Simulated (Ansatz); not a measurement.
`O[SiH2]S[Si](F)(Cl)Cl` + HI → `F[Si](Cl)(Cl)I` + `O[SiH2]S`  (ligand exchange at the Si–S bond)

Program: Ansatz. Geometries: PBE0-D4/def2-TZVP. ΔE: electronic, gas phase. CBS: MP2 limit from def2 TZ/QZ plus the TZ coupled-cluster correction, frozen cores. Functionals use def2-TZVPP. Elements past krypton have def2 core potentials. For I outer-core shells are correlated without core-valence functions, which leaves a few kJ/mol of doubt a bond. Each species was taken in one conformer, which may not be the lowest.

`O[SiH2]S[Si](F)(Cl)Cl`:

Z-matrix (Å, degrees):
```
Si
S 1 2.165
O 1 1.632 2 112.7
H 1 1.475 2 104.5 3 -116.1
H 1 1.482 2 107.4 3 123.8
Si 2 2.090 1 97.2 3 -76.0
H 3 0.960 1 117.3 2 63.4
F 6 1.595 2 109.4 1 40.3
Cl 6 2.021 2 109.9 1 158.9
Cl 6 2.026 2 114.1 1 -77.9
```

HI:

Z-matrix (Å, degrees):
```
I
H 1 1.610
```

`F[Si](Cl)(Cl)I`:

Z-matrix (Å, degrees):
```
Si
F 1 1.579
Cl 1 2.020 2 107.9
I 1 2.401 2 108.6 3 -120.7
Cl 1 2.020 2 107.9 3 118.7
```

`O[SiH2]S`:

Z-matrix (Å, degrees):
```
Si
S 1 2.133
O 1 1.642 2 113.5
H 1 1.478 2 111.7 3 117.8
H 1 1.484 2 102.9 3 -122.0
H 2 1.344 1 94.6 3 -65.2
H 3 0.959 1 117.2 2 -51.2
```

| level | ΔE (eV) |
| --- | --- |
| PBE-D4 | -0.04 |
| PBE0-D4 | -0.04 |
| B2PLYP | -0.09 |
| CCSD/def2-TZVPP | -0.04 |

What does CCSD(T)/CBS give? (Estimate.)

Computed: -0.08 eV. The listed levels differ from it by 0.04, 0.04, -0.01, 0.04 eV.

Largest T1 diagnostic among the species: 0.011.

The D4 term adds +0.09 eV with B3LYP and +0.06 eV with PBE0; it sums over pairs of atoms, weighted by their polarisabilities, and B3LYP, whose exchange is more repulsive, gets the larger term. In def2-TZVPP, CCSD(T) changes the Hartree–Fock value by +0.12 eV (the triples alone add +0.02 eV) and MP2 by +0.07 eV.

B3LYP here is the variant with VWN-RPA as its local correlation; programs differ in this.
